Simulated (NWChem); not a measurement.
System: CH$_{6}$FNSi; SMILES C[SiH](N)F

Output (shortened):

```
             Northwest Computational Chemistry Package (NWChem) 7.3.0
             --------------------------------------------------------

                             Geometry "geometry" -> ""
                             -------------------------

 Output coordinates in angstroms (scale by  1.889725989 to convert to a.u.)

  No.       Tag          Charge          X              Y              Z
 ---- ---------------- ---------- -------------- -------------- --------------
    1 Si                  14.0000     0.08016600    -0.06008400    -0.32433600
    2 C                    6.0000     0.03973900     1.73935500     0.18436500
    3 N                    7.0000    -1.43386200    -0.79094000     0.04200100
    4 F                    9.0000     1.34095300    -0.75036600     0.43896400
    5 H                    1.0000     0.31572700    -0.27016400    -1.77426900
    6 H                    1.0000    -0.70630800     2.28999500    -0.39911700
    7 H                    1.0000    -0.21687500     1.84606600     1.24547200
    8 H                    1.0000     1.01373400     2.21751000     0.03302800
    9 H                    1.0000    -1.86062500    -0.65923400     0.95168800
   10 H                    1.0000    -1.65945000    -1.70546400    -0.33108300

 Effective nuclear repulsion energy (a.u.)     180.3600756485

                                 NWChem DFT Module
                                 -----------------

 Summary of "ao basis" -> "ao basis" (spherical)
 ------------------------------------------------------------------------------
       Tag                 Description            Shells   Functions and Types
 ---------------- ------------------------------  ------  ---------------------
 Si                          6-31g*                  8       18   4s3p1d
 C                           6-31g*                  6       14   3s2p1d
 N                           6-31g*                  6       14   3s2p1d
 F                           6-31g*                  6       14   3s2p1d
 H                           6-31g*                  2        2   2s

 in cosmo_initialize ...
 calling solv_data for solv:h2o

 solvent parameters
 solvname_short: h2o
 solvname_long:  water
 dielec:       78.4000
 dielecinf:     1.7769
 aqueous SMD model solvent descriptors
 dielec:       78.4000
 sola:          0.8200

          ---------------
          -cosmo- solvent
          ---------------
 Cosmo: York-Karplus, doi: 10.1021/jp992097l
 dielectric constant -eps-     =  78.40
 screen = (eps-1)/(eps    )    =   0.98724
 surface charge correction     = lagrangian

   van der Waals surface
 --------------------------

 ---------- ATOMIC COORDINATES (A.U.) ------------ VDWR(ANG.) --
     1    0.15149177   -0.11354230   -0.61290617     2.470
     2    0.07509582    3.28690435    0.34839933     1.850
     3   -2.70960629   -1.49465987    0.07937038     1.890
     4    2.53403373   -1.41798613    0.82952168     1.730
     5    0.59663752   -0.51053593   -3.35288224     1.200
     6   -1.33472858    4.32746307   -0.75422177     1.200
     7   -0.40983432    3.48855890    2.35360081     1.200
     8    1.91567949    4.19048628    0.06241387     1.200
     9   -3.51607142   -1.24577162    1.79842955     1.200
    10   -3.13590579   -3.22285964   -0.62565615     1.200
 number of segments per atom =        128
 number of   points per atom =        128
 atom (   nspa,  nppa )
 ----------------------
    1 (     72,     0 )       0
    2 (     47,     0 )       0
    3 (     60,     0 )       0
    4 (     66,     0 )       0
    5 (     31,     0 )       0
    6 (     54,     0 )       0
    7 (     50,     0 )       0
    8 (     53,     0 )       0
    9 (     46,     0 )       0
   10 (     46,     0 )       0
 number of -cosmo- surface points =      525
 molecular surface =    109.431 angstrom**2
 molecular volume  =     94.523 angstrom**3
 -lineq- algorithm             =   0
 -bem- low  level              =   3
 -bem- from -octahedral-
 gaussian surface charge width =   4.50000
 degree of switching           =   1.00000
 switching function tolerance  =   0.00010
 atomic radii =
 --------------
    1 14.000  2.470
    2  6.000  1.850
    3  7.000  1.890
    4  9.000  1.730
    5  1.000  1.200
    6  1.000  1.200
    7  1.000  1.200
    8  1.000  1.200
    9  1.000  1.200
   10  1.000  1.200
 ...... end of -cosmo- initialization ......

 nat:                    10
 ixmem:                  5529
 calling mnsol_interface()
 G(SMD-CDS) energy (kcal/mol)  =     4.097
 SMD-CDS SASA (angstrom**2)    =   136.723

            General Information
            -------------------
          SCF calculation type: DFT
          Wavefunction type:  closed shell.
          No. of atoms     :    10
          No. of electrons :    42
           Alpha electrons :    21
            Beta electrons :    21
          Charge           :     0
          Spin multiplicity:     1
          Use of symmetry is: off; symmetry adaption is: off
          Maximum number of iterations: 150
          AO basis - number of functions:    72
                     number of shells:    38
          Convergence on energy requested:  1.00D-06
          Convergence on density requested:  1.00D-05
          Convergence on gradient requested:  5.00D-04

              XC Information
              --------------
                         B3LYP Method XC Potential
                     Hartree-Fock (Exact) Exchange  0.200
                        Slater Exchange Functional  0.800 local
                    Becke 1988 Exchange Functional  0.720 non-local
              Lee-Yang-Parr Correlation Functional  0.810
                  VWN I RPA Correlation Functional  0.190 local

             Grid Information
             ----------------
          Grid used for XC integration:  medium
          Radial quadrature: Mura-Knowles
          Angular quadrature: Lebedev.
          Tag              B.-S. Rad. Rad. Pts. Rad. Cut. Ang. Pts.
          ---              ---------- --------- --------- ---------
          Si                  1.10       88           8.0       590
          C                   0.70       49          10.0       434
          N                   0.65       49          10.0       434
          F                   0.50       49          10.0       434
          H                   0.35       45          11.0       434
          Grid pruning is: on
          Number of quadrature shells:   505
          Spatial weights used:  Erf1

      Superposition of Atomic Density Guess
      -------------------------------------

 Sum of atomic energies:        -483.13302717

      Non-variational initial energy
      ------------------------------

 Total energy =    -484.787998
 1-e energy   =   -1025.135811
 2-e energy   =     359.987737
 HOMO         =      -0.369468
 LUMO         =       0.084704

   convergence    iter        energy       DeltaE   RMS-Dens  Diis-err
 ---------------- ----- ----------------- --------- --------- ---------
     COSMO gas phase
 d= 0,ls=0.0,diis     1   -485.8335780230 -6.66D+02  1.51D-02  6.10D-01
 d= 0,ls=0.0,diis     2   -485.8229866294  1.06D-02  7.68D-03  8.95D-01
 d= 0,ls=0.0,diis     3   -485.8986576794 -7.57D-02  1.23D-03  2.60D-02
 d= 0,ls=0.0,diis     4   -485.9004212025 -1.76D-03  4.77D-04  2.79D-03
 d= 0,ls=0.0,diis     5   -485.9007045118 -2.83D-04  1.16D-04  2.15D-04
  Resetting Diis
 d= 0,ls=0.0,diis     6   -485.9007263205 -2.18D-05  2.99D-05  8.83D-06
 d= 0,ls=0.0,diis     7   -485.9007273708 -1.05D-06  1.42D-05  6.30D-07
 d= 0,ls=0.0,diis     8   -485.9007273180  5.28D-08  8.20D-06  1.07D-06

   convergence    iter        energy       DeltaE   RMS-Dens  Diis-err
 ---------------- ----- ----------------- --------- --------- ---------
     COSMO solvation phase
 d= 0,ls=0.0,diis     1   -485.9026832055 -1.96D-03  1.48D-03  2.47D-03
 d= 0,ls=0.0,diis     2   -485.9033854561 -7.02D-04  3.52D-04  8.25D-04
 d= 0,ls=0.0,diis     3   -485.9034301691 -4.47D-05  1.40D-04  3.98D-04
 d= 0,ls=0.0,diis     4   -485.9034604765 -3.03D-05  3.78D-05  9.00D-06
 d= 0,ls=0.0,diis     5   -485.9034614008 -9.24D-07  1.01D-05  9.72D-07
 d= 0,ls=0.0,diis     6   -485.9034614989 -9.81D-08  3.15D-06  1.39D-07

         Total DFT energy =     -485.903461498935
      One electron energy =    -1029.590231433086
           Coulomb energy =      409.308165076121
    Exchange-Corr. energy =      -46.127285168168
 Nuclear repulsion energy =      180.360075648507

             COSMO energy =        0.145814377691

 Numeric. integr. density =       41.999998656298

                                COSMO-SMD solvation results
                                ---------------------------

             internal energy in gas <Psi(g)|H|Psi(g)> =      -485.900727317996
         internal energy in solvent <Psi(s)|H|Psi(s)> =      -485.899844602237
                               delta internal energy  =         0.000882715759 (    0.55 kcal/mol)
   total free energy in solvent <Psi(s)|H+V/2|Psi(s)> =      -485.909990429399
 polarization energy contribution <Psi(s)|V/2|Psi(s)> =        -0.010145827162 (   -6.37 kcal/mol)
    total free energy in solvent including G(SMD-CDS) =      -485.903461498935
                       G(SMD-CDS) energy contribution =         0.006528930464 (    4.10 kcal/mol)
     1 M fixed-concentration free energy of solvation =        -0.002734180939 (   -1.72 kcal/mol)

                       DFT Final Molecular Orbital Analysis
                       ------------------------------------

 Vector   19  Occ=2.000000D+00  E=-3.536747D-01
              MO Center= -5.0D-03, -2.8D-02, -4.2D-01, r^2= 3.2D+00
   Bfn.  Coefficient  Atom+Function         Bfn.  Coefficient  Atom+Function
  ----- ------------  ---------------      ----- ------------  ---------------
    62     -0.257694   5 H  s                35      0.238305   3 N  px
    51     -0.219692   4 F  pz               61     -0.204085   5 H  s
    22      0.192043   2 C  py                9      0.189756   1 Si pz
    50      0.163836   4 F  py               55     -0.161118   4 F  pz
    38      0.152942   3 N  s                 8     -0.150038   1 Si py

 Vector   20  Occ=2.000000D+00  E=-3.123932D-01
              MO Center=  1.8D-01,  6.8D-01, -2.8D-01, r^2= 2.8D+00
   Bfn.  Coefficient  Atom+Function         Bfn.  Coefficient  Atom+Function
  ----- ------------  ---------------      ----- ------------  ---------------
    22      0.361001   2 C  py                8     -0.267744   1 Si py
    62      0.266713   5 H  s                26      0.226562   2 C  py
     9     -0.210501   1 Si pz               61      0.189272   5 H  s
    50      0.181127   4 F  py               51      0.140480   4 F  pz
    54      0.139746   4 F  py               24     -0.136043   2 C  s

 Vector   21  Occ=2.000000D+00  E=-2.646206D-01
              MO Center= -1.3D+00, -6.9D-01, -6.6D-03, r^2= 1.4D+00
   Bfn.  Coefficient  Atom+Function         Bfn.  Coefficient  Atom+Function
  ----- ------------  ---------------      ----- ------------  ---------------
    35      0.347671   3 N  px               36     -0.309120   3 N  py
    39      0.310125   3 N  px               37      0.305100   3 N  pz
    41      0.255170   3 N  pz               40     -0.252684   3 N  py
    49      0.136066   4 F  px               38     -0.100962   3 N  s
    53      0.096656   4 F  px               11      0.090749   1 Si px

 Vector   22  Occ=0.000000D+00  E= 6.502041D-02
              MO Center= -4.7D-01, -8.5D-01,  1.4D-02, r^2= 4.4D+00
   Bfn.  Coefficient  Atom+Function         Bfn.  Coefficient  Atom+Function
  ----- ------------  ---------------      ----- ------------  ---------------
    38      1.081197   3 N  s                12      0.819498   1 Si py
    10     -0.506042   1 Si s                70     -0.450949   9 H  s
    72     -0.452108  10 H  s                13     -0.335214   1 Si pz
    52      0.296591   4 F  s                64     -0.285831   6 H  s
    68     -0.265625   8 H  s                40     -0.224170   3 N  py

 Vector   23  Occ=0.000000D+00  E= 7.401002D-02
              MO Center=  1.6D-01, -2.7D-02, -4.3D-01, r^2= 4.6D+00
   Bfn.  Coefficient  Atom+Function         Bfn.  Coefficient  Atom+Function
  ----- ------------  ---------------      ----- ------------  ---------------
    11      1.100699   1 Si px               38      0.747925   3 N  s
    52     -0.487279   4 F  s                 7      0.303536   1 Si px
    64      0.248102   6 H  s                13      0.237649   1 Si pz
    70     -0.186724   9 H  s                40      0.150287   3 N  py
    72     -0.146265  10 H  s                12     -0.138704   1 Si py

 Vector   24  Occ=0.000000D+00  E= 8.716295D-02
              MO Center=  2.8D-02,  1.0D+00,  1.2D-01, r^2= 5.1D+00
   Bfn.  Coefficient  Atom+Function         Bfn.  Coefficient  Atom+Function
  ----- ------------  ---------------      ----- ------------  ---------------
    24      1.921077   2 C  s                10     -1.049438   1 Si s
    12     -0.879062   1 Si py               66     -0.647990   7 H  s
    68     -0.456568   8 H  s                38      0.403239   3 N  s
    64     -0.388637   6 H  s                13     -0.274898   1 Si pz
    72     -0.274186  10 H  s                70     -0.224820   9 H  s

     Multipole analysis of the density
     ---------------------------------

     L   x y z        total         alpha         beta         nuclear
     -   - - -        -----         -----         ----         -------
     0   0 0 0     -0.000000    -21.000000    -21.000000     42.000000

     1   1 0 0     -0.788306     -0.657301     -0.657301      0.526296
     1   0 1 0      0.077369     -0.928656     -0.928656      1.934681
     1   0 0 1      0.226782     -0.392950     -0.392950      1.012681

     2   2 0 0    -24.140398    -80.926585    -80.926585    137.712771
     2   1 1 0      2.990655     -4.632099     -4.632099     12.254853
     2   1 0 1     -2.149907     -6.109833     -6.109833     10.069759
     2   0 2 0    -21.187344    -90.290532    -90.290532    159.393719
     2   0 1 1      0.533012     -1.295803     -1.295803      3.124617
     2   0 0 2    -23.038993    -28.121646    -28.121646     33.204298
```

Level: B3LYP/6-31G* (spherical d), SMD on the gas-phase geometry. All runs use the structure optimised with B3LYP/6-31G* (spherical d). Solvent: water.

Q: Write an input that gives this output.

A: Several could match; the one computed here: the input that was run:
```
start job
memory heap 200 mb stack 900 mb global 1100 mb
geometry units angstroms noautosym nocenter noautoz
  Si     0.080166    -0.060084    -0.324336
  C      0.039739     1.739355     0.184365
  N     -1.433862    -0.790940     0.042001
  F      1.340953    -0.750366     0.438964
  H      0.315727    -0.270164    -1.774269
  H     -0.706308     2.289995    -0.399117
  H     -0.216875     1.846066     1.245472
  H      1.013734     2.217510     0.033028
  H     -1.860625    -0.659234     0.951688
  H     -1.659450    -1.705464    -0.331083
end
basis spherical
  * library 6-31g*
end
dft
  xc b3lyp
  iterations 150
end
cosmo
  do_cosmo_smd true
  solvent water
end
task dft energy
```
